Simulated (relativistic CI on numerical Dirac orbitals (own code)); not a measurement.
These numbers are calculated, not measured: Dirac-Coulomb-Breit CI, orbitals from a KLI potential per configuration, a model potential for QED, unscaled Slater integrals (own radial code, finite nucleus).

CI space (outside the closed core [Ar]): 3d¹⁰4s, 3d¹⁰4p, 3d¹⁰4d, 3d¹⁰4f, 3d¹⁰5s, 3d¹⁰5p, 3d¹⁰5d, 3d¹⁰5f, 3d¹⁰5g, 3d¹⁰6s, 3d¹⁰6p, 3d¹⁰6d, 3d⁹4s², 3d¹⁰6f, 3d⁹4s4p, 3d¹⁰7s, 3d¹⁰8s, 3d⁹4s4d, 3d⁹4s4f, 3d⁹4s5s, 3d⁹4s5p, 3d⁹4s5d, 3d⁹4s5f. Double excitations out of closed p, d and f shells are left out; levels of such configurations are missing from the list, as are those of other unlisted configurations, and high levels can miss mixing partners.

At this charge energies of transitions that change n are usually good to better than 1 %, and those within a shell (Δn = 0) to a few per cent.

Outline of the computed level scheme of Ta XLV. Lowest level of each configuration: 3d¹⁰4s ²S1/2 at 0.00 eV; 3d¹⁰4p ²P°1/2 at 95.02 eV; 3d¹⁰4d ²D3/2 at 336.77 eV; 3d¹⁰4f ²F°5/2 at 514.34 eV; 3d¹⁰5s ²S1/2 at 928.41 eV; 3d¹⁰5p ²P°1/2 at 974.66 eV; 3d¹⁰5d ²D3/2 at 1089.02 eV; 3d¹⁰5f ²F°5/2 at 1168.52 eV; 3d¹⁰5g ²G7/2 at 1206.68 eV.

Some strong electric-dipole decays among the lowest 16 levels: 3d¹⁰5g ²G9/2 → 3d¹⁰4f ²F°7/2 (2.0e+13 s⁻¹); 3d¹⁰5g ²G7/2 → 3d¹⁰4f ²F°5/2 (1.9e+13 s⁻¹); 3d¹⁰5f ²F°7/2 → 3d¹⁰4d ²D5/2 (1.1e+13 s⁻¹); 3d¹⁰5f ²F°5/2 → 3d¹⁰4d ²D3/2 (9.7e+12 s⁻¹); 3d¹⁰5s ²S1/2 → 3d¹⁰4p ²P°3/2 (6.2e+12 s⁻¹); 3d¹⁰5d ²D5/2 → 3d¹⁰4p ²P°3/2 (5.3e+12 s⁻¹); 3d¹⁰5p ²P°1/2 → 3d¹⁰4s ²S1/2 (4.2e+12 s⁻¹); 3d¹⁰5p ²P°1/2 → 3d¹⁰4d ²D3/2 (3.4e+12 s⁻¹).

LS names give the leading component of a level, which can be under half, so a name can repeat, a term be missing and a line seem to break the LS rules.
